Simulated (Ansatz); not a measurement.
A made-up structure of LiGeH$_{3}$, singlet:

Li1  (-0.967, -1.026, 1.927)
Ge2  (0.029, 0.031, -0.059)
H3  (-0.939, 0.360, -1.236)
H4  (-1.442, -2.239, 2.839)
H5  (1.147, -0.772, -0.792)
(Å)

It is relaxed with PBE-D4/def2-SVP and then PBE0-D4/def2-TZVP (Ansatz 0.2.0). Atoms count as bonded within 1.22 times the sum of their covalent radii (H–H: 0.88 Å). The end point is not checked to be a true minimum.

**Question.** Does its bonding change? (Judge from chemistry; the calculation decides.)

**Answer.** Computed: Yes. Formed: Ge2–H4; broken: none.

Where it ends: The first stage lowers the energy by 2.12 eV in 15 steps. It ends as LiGeH₃ ([H]1[Li][GeH2]1):
```xyz
5
angstrom
Li -0.7997 -0.5622 2.5552
Ge -0.1828 -0.2644 0.3286
H -1.2103 -0.1333 -0.8390
H -0.9218 -1.5986 1.0065
H 0.9422 -1.0880 -0.3727
```

Labels in which every atom is bracketed show which atoms are joined, not bond orders.

For scale, one of the runs: PBE0-D4/def2-TZVP relaxation, 80 basis functions, launched by `ansatz run in.yaml --threads 2 --pin off --events-out ev --progress --plain --max-ram 4352MiB`. Hardware: 2 CPU threads of an AMD EPYC 7571, shared host. Wall time about 16 s.
